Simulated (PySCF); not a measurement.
Record of a relaxation.

Compound: C8H10O4.
Numbering: `[CH3:1][CH2:2][O:3][C:4]1=[C:5]([O:6][CH3:7])[C:8](=[O:9])[CH2:10][C:11]1=[O:12]` (hydrogens: H13, H14, H15 on C1; H16, H17 on C2; H18, H19, H20 on C7; H21, H22 on C10)

Computed by this run: PBE0-D3(BJ)/def2-SVP geometry optimisation, gas phase in PySCF; density fitting, grid level 1; the optimiser is geomeTRIC in internal coordinates, started from a GFN2-xTB structure with every atom displaced at random (about 0.01 Å). The frame can shift and turn from step to step; on so coarse a grid that alone can change the energy by a few meV, and forces under 0.02 eV/Å are noise.

Step 0: E = -16615.6059 eV, largest atomic force 2.896 eV/Å
```
atom  x, y, z in Å  |  force x, y, z in eV/Å
C1      3.424   -1.288    0.309   -2.195   1.401  -0.163
C2      2.478   -0.086    0.046    0.948  -0.496   0.538
O3      1.125   -0.562    0.144    1.343  -0.060   0.028
C4      0.160    0.288   -0.048   -2.821  -0.651   0.051
C5     -1.188   -0.128    0.002    1.317  -0.092   0.107
O6     -1.531   -1.390    0.266    0.476   0.708  -0.233
C7     -2.891   -1.738    0.315   -0.609   0.302  -0.196
C8     -2.071    1.014   -0.251   -1.546  -0.153   0.234
O9     -3.299    1.003   -0.262    1.110  -0.001  -0.055
C10    -1.219    2.226   -0.461    0.341  -0.314  -0.588
C11     0.197    1.721   -0.328    1.251   0.931  -0.163
O12     1.210    2.401   -0.446   -0.838  -0.386   0.066
H13     3.187   -2.037   -0.433    0.118  -0.660  -0.356
H14     3.209   -1.663    1.305    0.111  -0.334   0.396
H15     4.434   -0.955    0.227    1.126   0.207  -0.070
H16     2.656    0.726    0.790   -0.197  -0.363  -0.350
H17     2.655    0.344   -0.954   -0.108  -0.032   0.073
H18    -2.932   -2.796    0.540    0.084  -0.536   0.049
H19    -3.424   -1.192    1.102   -0.012   0.111   0.113
H20    -3.418   -1.536   -0.635    0.196  -0.055   0.115
H21    -1.446    3.009    0.253   -0.096   0.410   0.424
H22    -1.384    2.644   -1.466    0.002   0.064  -0.023
```

Step 1: E = -16615.7894 eV, largest atomic force 0.479 eV/Å
```
atom  x, y, z in Å  |  force x, y, z in eV/Å
C1      3.363   -1.327    0.237    0.061   0.258  -0.065
C2      2.503   -0.103    0.027   -0.110  -0.107  -0.093
O3      1.144   -0.541    0.120   -0.324   0.185  -0.047
C4      0.130    0.300   -0.057    0.465  -0.085   0.081
C5     -1.182   -0.096    0.050   -0.063   0.059  -0.041
O6     -1.520   -1.341    0.331   -0.112  -0.127   0.039
C7     -2.888   -1.723    0.386    0.130  -0.023   0.050
C8     -2.085    1.051   -0.192    0.130  -0.007   0.041
O9     -3.295    1.045   -0.164   -0.003  -0.034  -0.010
C10    -1.212    2.253   -0.473   -0.045   0.123   0.032
C11     0.209    1.744   -0.376   -0.222  -0.179  -0.026
O12     1.210    2.399   -0.552    0.106   0.037   0.027
H13     3.136   -2.089   -0.525    0.051   0.017   0.037
H14     3.176   -1.757    1.230    0.041  -0.046   0.012
H15     4.427   -1.041    0.161   -0.128  -0.122   0.024
H16     2.693    0.670    0.786    0.021   0.011   0.011
H17     2.675    0.357   -0.959    0.019  -0.018   0.051
H18    -2.885   -2.795    0.623    0.015   0.024  -0.017
H19    -3.429   -1.171    1.165   -0.014   0.027   0.022
H20    -3.389   -1.554   -0.576   -0.034   0.006  -0.058
H21    -1.408    3.061    0.253    0.036  -0.030  -0.035
H22    -1.413    2.665   -1.474   -0.018   0.031  -0.034
```

Step 2: E = -16615.7947 eV, largest atomic force 0.132 eV/Å
```
atom  x, y, z in Å  |  force x, y, z in eV/Å
C1      3.366   -1.315    0.238   -0.026   0.061  -0.010
C2      2.491   -0.108    0.016    0.005  -0.035   0.032
O3      1.135   -0.550    0.116   -0.037   0.079  -0.044
C4      0.131    0.294   -0.058    0.087  -0.088   0.044
C5     -1.181   -0.100    0.049   -0.007   0.097  -0.040
O6     -1.525   -1.345    0.331   -0.015   0.018   0.006
C7     -2.892   -1.722    0.387    0.031  -0.003   0.009
C8     -2.077    1.053   -0.188   -0.016  -0.110   0.035
O9     -3.287    1.037   -0.155   -0.045   0.068  -0.021
C10    -1.208    2.258   -0.471   -0.026  -0.035  -0.014
C11     0.208    1.735   -0.379   -0.017  -0.020   0.017
O12     1.215    2.386   -0.546    0.042   0.044  -0.013
H13     3.154   -2.088   -0.515    0.017  -0.021  -0.004
H14     3.189   -1.745    1.235    0.008  -0.015   0.004
H15     4.425   -1.030    0.161   -0.011  -0.014   0.002
H16     2.678    0.674    0.769    0.009   0.005  -0.015
H17     2.661    0.345   -0.972    0.004  -0.004   0.000
H18    -2.890   -2.793    0.620   -0.005  -0.004  -0.002
H19    -3.430   -1.168    1.169   -0.005  -0.003  -0.005
H20    -3.395   -1.550   -0.575   -0.006  -0.003   0.008
H21    -1.393    3.063    0.258    0.023  -0.008   0.004
H22    -1.413    2.676   -1.470   -0.007  -0.008   0.007
```

Step 3: E = -16615.7951 eV, largest atomic force 0.083 eV/Å
```
atom  x, y, z in Å  |  force x, y, z in eV/Å
C1      3.360   -1.317    0.239   -0.038  -0.033   0.013
C2      2.488   -0.111    0.010    0.020   0.008   0.049
O3      1.131   -0.547    0.110    0.017  -0.001  -0.025
C4      0.130    0.299   -0.060   -0.037   0.029   0.004
C5     -1.185   -0.091    0.047   -0.029  -0.040   0.005
O6     -1.519   -1.339    0.330   -0.038  -0.011   0.010
C7     -2.881   -1.729    0.392    0.019   0.030  -0.015
C8     -2.084    1.059   -0.185    0.016   0.050  -0.012
O9     -3.294    1.060   -0.154    0.014  -0.081   0.015
C10    -1.211    2.261   -0.470    0.029  -0.023  -0.025
C11     0.206    1.738   -0.382    0.030   0.047   0.003
O12     1.213    2.390   -0.549   -0.007   0.001  -0.009
H13     3.153   -2.095   -0.509   -0.002  -0.014  -0.013
H14     3.183   -1.746    1.237   -0.006   0.003  -0.002
H15     4.420   -1.038    0.165    0.032   0.026  -0.005
H16     2.678    0.674    0.758   -0.003   0.005  -0.013
H17     2.662    0.337   -0.980   -0.007   0.004  -0.020
H18    -2.867   -2.801    0.623   -0.014  -0.005   0.004
H19    -3.423   -1.182    1.176   -0.001   0.002   0.001
H20    -3.392   -1.562   -0.568    0.003   0.002   0.010
H21    -1.388    3.065    0.261    0.004   0.008   0.013
H22    -1.419    2.681   -1.467   -0.002  -0.008   0.012
```

Step 4: E = -16615.7959 eV, largest atomic force 0.037 eV/Å
```
atom  x, y, z in Å  |  force x, y, z in eV/Å
C1      3.362   -1.317    0.239   -0.020  -0.026   0.006
C2      2.491   -0.110    0.009    0.010   0.006   0.035
O3      1.134   -0.546    0.109    0.023  -0.001  -0.023
C4      0.132    0.298   -0.061   -0.029  -0.015   0.014
C5     -1.182   -0.095    0.048   -0.015   0.003  -0.004
O6     -1.522   -1.342    0.331    0.003   0.000   0.006
C7     -2.885   -1.724    0.391    0.004   0.006  -0.006
C8     -2.082    1.053   -0.184    0.011   0.025  -0.004
O9     -3.292    1.047   -0.151    0.004  -0.023   0.003
C10    -1.212    2.257   -0.469    0.010  -0.003  -0.018
C11     0.206    1.739   -0.382    0.012   0.022   0.006
O12     1.211    2.393   -0.550   -0.014  -0.014  -0.004
H13     3.155   -2.095   -0.510   -0.001  -0.005  -0.007
H14     3.185   -1.745    1.236   -0.005   0.004  -0.002
H15     4.423   -1.037    0.164    0.018   0.017  -0.002
H16     2.681    0.676    0.757   -0.002   0.006  -0.009
H17     2.665    0.338   -0.981   -0.007   0.000  -0.014
H18    -2.879   -2.796    0.623   -0.005  -0.003   0.003
H19    -3.424   -1.173    1.175    0.000  -0.002  -0.001
H20    -3.394   -1.553   -0.569    0.001   0.000   0.009
H21    -1.391    3.061    0.263    0.003   0.005   0.008
H22    -1.422    2.677   -1.466   -0.003  -0.002   0.005
```

Step 5: E = -16615.7959 eV, largest atomic force 0.040 eV/Å
```
atom  x, y, z in Å  |  force x, y, z in eV/Å
C1      3.365   -1.314    0.237    0.002  -0.002  -0.001
C2      2.491   -0.109    0.006    0.007  -0.001   0.006
O3      1.135   -0.549    0.106   -0.026  -0.005  -0.014
C4      0.131    0.294   -0.061    0.004   0.025   0.008
C5     -1.184   -0.097    0.048    0.039  -0.012   0.001
O6     -1.525   -1.343    0.332   -0.015  -0.004   0.005
C7     -2.889   -1.722    0.394    0.003  -0.003   0.001
C8     -2.081    1.054   -0.182   -0.006  -0.018   0.007
O9     -3.291    1.044   -0.147   -0.005   0.017  -0.005
C10    -1.210    2.257   -0.468   -0.007  -0.002   0.001
C11     0.207    1.734   -0.383    0.003   0.000  -0.006
O12     1.213    2.386   -0.554   -0.002   0.007  -0.003
H13     3.160   -2.094   -0.512    0.002   0.004   0.000
H14     3.187   -1.741    1.235    0.000   0.000  -0.001
H15     4.425   -1.030    0.163   -0.003  -0.001   0.002
H16     2.678    0.679    0.752    0.003   0.001  -0.005
H17     2.664    0.338   -0.985    0.000  -0.006   0.001
H18    -2.885   -2.794    0.626    0.002   0.001   0.002
H19    -3.426   -1.171    1.178    0.000   0.000   0.003
H20    -3.398   -1.551   -0.565   -0.002   0.000   0.000
H21    -1.385    3.061    0.265    0.002  -0.002   0.000
H22    -1.421    2.677   -1.464    0.000   0.002  -0.001
```

Step 6: E = -16615.7960 eV, largest atomic force under 0.02 eV/Å
```
atom  x, y, z in Å  |  force x, y, z in eV/Å
C1      3.363   -1.316    0.237    0.003  -0.001   0.000
C2      2.491   -0.110    0.006    0.000   0.000   0.005
O3      1.135   -0.548    0.105   -0.009  -0.002  -0.015
C4      0.131    0.296   -0.062    0.005   0.008   0.012
C5     -1.183   -0.096    0.048    0.013  -0.004   0.000
O6     -1.523   -1.342    0.332   -0.006   0.000   0.004
C7     -2.887   -1.723    0.395    0.003  -0.001   0.000
C8     -2.081    1.054   -0.182   -0.005  -0.011   0.005
O9     -3.291    1.045   -0.146   -0.002   0.009  -0.004
C10    -1.211    2.258   -0.468   -0.004  -0.001   0.000
C11     0.207    1.737   -0.384    0.001  -0.002  -0.006
O12     1.212    2.389   -0.555    0.001   0.001  -0.001
H13     3.158   -2.096   -0.511    0.002   0.004   0.000
H14     3.184   -1.743    1.235    0.000   0.000  -0.001
H15     4.423   -1.033    0.164   -0.003  -0.001   0.002
H16     2.679    0.678    0.752    0.002   0.002  -0.004
H17     2.665    0.337   -0.985    0.000  -0.005  -0.001
H18    -2.882   -2.795    0.626    0.002   0.001   0.001
H19    -3.425   -1.173    1.179    0.000   0.001   0.003
H20    -3.397   -1.552   -0.564   -0.001   0.001   0.000
H21    -1.387    3.061    0.265    0.001  -0.002   0.000
H22    -1.423    2.677   -1.464   -0.001   0.002  -0.001
```

Problem. Summarise the path.

Solution. The energy falls by 0.1901 eV from step 0 to step 6; nine tenths of that is first reached at step 1. It never rises by more than 0.2 meV. The largest force goes from 2.896 to under 0.02 eV/Å. Among the bonds C1–C2 changes most, from 1.552 to 1.506 Å; the atoms move by 0.046 Å rms after alignment.

What follows is the cost of the whole optimisation. The run took 3.3 min of wall time on one thread, Arm Neoverse V2 (aarch64), shared host, and the process peaked at 0.93 GiB of memory.
